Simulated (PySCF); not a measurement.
C5H13NO3Si.
Atom-mapped SMILES: `[CH3:1][NH:2][Si@@H:3]1[O:4][CH2:5][CH2:6][C@@H:7]([O:8][CH3:9])[O:10]1`

Geometry (GFN2-xTB, Å), atoms numbered from 1 in this order:
```
atom  x, y, z in Å
C1    -3.3075    0.7023    0.8791
N2    -2.5002   -0.4058    0.4331
Si3   -1.0186   -0.1491   -0.3788
O4    -0.5425   -1.6292   -0.8612
C5     0.8212   -1.9398   -0.8256
C6     1.4795   -1.4923    0.4738
C7     1.3696    0.0233    0.6332
O8     2.0234    0.6116   -0.4513
C9     2.1353    2.0158   -0.3571
O10    0.0441    0.4351    0.7254
H11   -2.6502    1.4448    1.3224
H12   -3.8604    1.1764    0.0607
H13   -4.0201    0.3654    1.6330
H14   -3.0655   -1.1562    0.0671
H15   -1.0151    0.7666   -1.5268
H16    0.9051   -3.0257   -0.9378
H17    1.3277   -1.4532   -1.6658
H18    0.9685   -1.9559    1.3179
H19    2.5309   -1.7755    0.4694
H20    1.8501    0.3453    1.5773
H21    2.6397    2.3405   -1.2643
H22    2.7300    2.2976    0.5202
H23    1.1502    2.4849   -0.2878
```

Probes without a nucleus sit at each ring's centroid and 1 Å off its mean plane on both sides; NICS is minus the shielding there, NICSzz its component along the normal. Level: GIAO PBE0/pcSseg-1 (PySCF, non-relativistic, gas phase) on the GFN2-xTB geometry, one conformer.

Ring bond lengths (Å), with Mayer bond orders in brackets: Si3–O4 1.628 (0.98), O4–C5 1.399 (0.88), C5–C6 1.524 (1.03), C6–C7 1.528 (1.03), C7–O10 1.391 (0.91), O10–Si3 1.640 (0.92).

Problem. Give the NICS values of each ring in ppm.

Solution. 
| ring | type | NICS(0) | NICS(1), two faces | NICS(1)zz, two faces | rms pucker (Å) | centre to ring atoms, mean (Å) |
| --- | --- | --- | --- | --- | --- | --- |
| Si3–O4–C5–C6–C7–O10 | 6-membered ring with 2 O and Si; formal bonds all single | -1.5 | -0.8 / -1.2 | 2.6 / 3.7 | 0.20 | 1.48 |

Problem. What can be read from them?

Solution. 
- Si3–O4–C5–C6–C7–O10: mean NICS(1)zz 3.2 ppm, deshielded. Si3, C5, C6, C7 have four or more neighbours, so the value isn't read as a sign of a π ring current.

Problem. What field does 1 T along the ring normal induce along that normal at the second NICS(1) probe listed for ring Si3–O4–C5–C6–C7–O10, 1 Å off the ring?

Solution. NICSzz × B0 = 3.7 ppm × 1 T = 4 μT, along the applied field.

Problem. What are the shieldings of the ring atoms and their hydrogens in the same run (means over atoms taken as equivalent)?

Solution. 
```
atoms                     environment  σ isotropic (ppm)  principal values of the symmetric part, first atom (ppm)
  Si3            oxygen-bound silicon              391.0                                       372.2, 373.9, 426.9
   O4              silyl ether oxygen              290.1                                       237.2, 309.3, 323.8
   C5      sp3 carbon bound to oxygen              126.4                                        98.6, 110.2, 170.5
   C6                 ring CH2 carbon              146.0                                       134.5, 151.4, 152.1
   C7  sp3 carbon bearing two oxygens               86.4                                         66.2, 86.0, 106.9
  O10              silyl ether oxygen              234.4                                       167.9, 211.7, 323.5
  H15                   Si–H hydrogen              26.63                                          22.9, 25.3, 31.7
  H16              methylene hydrogen              27.73                                          22.2, 26.8, 34.2
  H17              methylene hydrogen              26.86                                          23.2, 26.1, 31.3
  H18              methylene hydrogen              29.46                                          27.0, 27.1, 34.3
  H19              methylene hydrogen              30.20                                          26.1, 28.1, 36.3
  H20                methine hydrogen              26.63                                          23.7, 25.1, 31.1
```

On Intel Xeon at 2.50 GHz, one thread, shared host with 64 logical CPUs at a one-minute load of 55, this took 2.4 min of wall time and 1.1 GiB of memory at its peak. This is the whole shielding run at PBE0/pcSseg-1, SCF included.
